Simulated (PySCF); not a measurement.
In(Cl)2(Et) (C2H5Cl2In), SMILES C[CH2][In]([Cl])[Cl]. Geometry optimised at PBE0-D3(BJ)/def2-SVP. The structure was generated by enumeration; whether it is a known compound was not checked. The def2 effective core potentials stand for the cores of In; spin–orbit coupling is left out. Other conformers were not sampled.

### Question
Give the equilibrium geometry at PBE0-D3(BJ)/def2-SVP (PySCF confirms it by a frequency run) as bond lengths and angles. (Estimate from the structure and the level; the computed values follow.)

### Answer
This is not unique; one that fits is 
Atoms: In1 Cl2 Cl3 C4 C5 H6 H7 H8 H9 H10. Bond lengths (Å): In1–Cl2 2.353, In1–Cl3 2.349, In1–C4 2.155, C4–C5 1.520, C4–H6 1.101, C4–H7 1.101, C5–H8 1.100, C5–H9 1.100, C5–H10 1.103. Bond angles (°): Cl2–In1–Cl3 111.7, Cl2–In1–C4 122.1, Cl3–In1–C4 126.2, In1–C4–C5 113.8, In1–C4–H6 105.4, In1–C4–H7 105.4, C5–C4–H6 112.5, C5–C4–H7 112.4, H6–C4–H7 106.8, C4–C5–H8 112.2, C4–C5–H9 112.2, C4–C5–H10 110.6, H8–C5–H9 107.1, H8–C5–H10 107.3, H9–C5–H10 107.3.
